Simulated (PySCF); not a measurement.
Compound: C₇H₆O₂.
Numbering: `[CH2:1]=[C:2]=[C:3]([C:4]#[C:5][CH3:6])[C:7](=[O:8])[OH:9]` (hydrogens: H10, H11 on C1; H12, H13, H14 on C6; H15 on O9)

Geometry (GFN2-xTB, Å), atoms numbered from 1 in this order:
```
atom  x, y, z in Å
C1    -2.1002    2.1226   -0.2792
C2    -1.4034    1.0494   -0.1306
C3    -0.7089   -0.0584    0.0164
C4     0.7092   -0.0816    0.0091
C5     1.9091   -0.1486    0.0083
C6     3.3508   -0.2191   -0.0003
C7    -1.3932   -1.3626    0.1917
O8    -0.8435   -2.4283    0.2913
O9    -2.7325   -1.2339    0.2281
H10   -2.4103    2.4688   -1.2526
H11   -2.4078    2.7242    0.5616
H12    3.6749   -1.0630   -0.6088
H13    3.7689    0.6994   -0.4117
H14    3.7230   -0.3546    1.0151
H15   -3.1405   -2.1063    0.3395
```

Structure optimised with GFN2-xTB, isolated species.

Masses are those of the commonest isotopes; rigid-rotor values at the optimised geometry. The values belong to one conformer with, in the numbering `[CH2:1]=[C:2]=[C:3]([C:4]#[C:5][CH3:6])[C:7](=[O:8])[OH:9]`, C2–C3–C7–O8 178°, C3–C7–O9–H 180°.

(1) What are A, B and C (cm⁻¹)?

(2) Classify the top.

(3) Is it planar, by Δ = Ic − Ia − Ib?

(4) List the rotational levels J(Ka,Kc) to J = 2 (MHz).

Results:

(1) Ia = 222.61, Ib = 467.95, Ic = 683.91 u·Å²; 505379 MHz·u·Å²/I gives 2270, 1080 and 739.0 MHz, that is A = 0.07573, B = 0.03602, C = 0.02465 cm⁻¹.

(2) An asymmetric top. Ray's parameter κ = (2B − A − C)/(A − C) = -0.555; −1 is the prolate and +1 the oblate limit.

(3) Not planar: Δ = Ic − Ia − Ib = -6.65 u·Å². For a rigid frame Δ = −2 Σ m c², so Σ m c² = 3.33 u·Å² lies off the ab plane: 3.28 from hydrogen and 0.05 from heavier atoms. The atom farthest from that plane is 1.00 Å away.

(4) Above 0(0,0):
J = 1: 1(0,1) 1819, 1(1,1) 3009, 1(1,0) 3350
J = 2: 2(0,2) 5393, 2(1,2) 6306, 2(1,1) 7329, 2(2,1) 10900, 2(2,0) 10963
The levels of one J sum to (2J + 1)J(J + 1)(A + B + C)/3.

Stationary, but not proved a minimum. Zero-point vibration and centrifugal distortion are left out.

All values are computed, not measured.
